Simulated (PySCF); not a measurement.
Atoms are numbered as in `[CH3:1][c:2]1[cH:3][c:4]([CH3:5])[nH+:6][c:7]([CH3:8])[cH:9]1`. Hydrogens are named by the atom that carries them.

Geometry: PBE0-D3(BJ)/def2-SVP; GIAO shifts from PySCF 2.14.0 with density-fitted response routines, gas phase, non-relativistic, averaged over equivalent atoms.

At PBE0/pcSseg-1 (213 basis functions, 31 s wall time on 1 thread of an Arm Neoverse V2, shared host):
```tsv
atoms	δ (ppm)
C2	173.1
C4/C7	157.6
C3/C9	132.2
C1	24.9
C5/C8	22.0
N6	213.5
H(N6)	9.03
H(C3)/H(C9)	7.58
H(C1)	2.92
H(C5)/H(C8)	2.91
```

Referencing at the same level of theory: ¹³C (184.41 ppm) and ¹H (31.27 ppm) vs TMS; ¹⁵N (265.67 ppm) against NH3.

Task: Predict the values at CAM-B3LYP/pcSseg-1 on the same geometry.

Result: 
```
      atoms  δ at CAM-B3LYP/pcSseg-1  change
         C2                    179.9    +6.8
      C4/C7                    163.1    +5.5
      C3/C9                    134.4    +2.2
         C1                     24.1    -0.8
      C5/C8                     21.4    -0.6
         N6                    218.8    +5.3
      H(N6)                     9.03   +0.00
H(C3)/H(C9)                     7.54   -0.04
      H(C1)                     2.90   -0.02
H(C5)/H(C8)                     2.90   -0.01
```

Shifts are taken against calculated references (same method and geometry level): ¹³C (182.45 ppm) and ¹H (31.33 ppm) against TMS; NH3 for ¹⁵N (267.29 ppm).

The largest change is at C2 (substituted aromatic carbon). Cost: 213 basis functions, 44 s wall time on 1 thread of an Arm Neoverse V2, shared host. The order of the carbon signals is the same at both levels.

Experimental scales use liquid or dissolved standards, which lie at an offset from isolated NH3 (liquid NH3: subtract about 20 ppm). Unscaled 15N shifts of sp2 nitrogen come out 20 to 40 ppm too high even then.
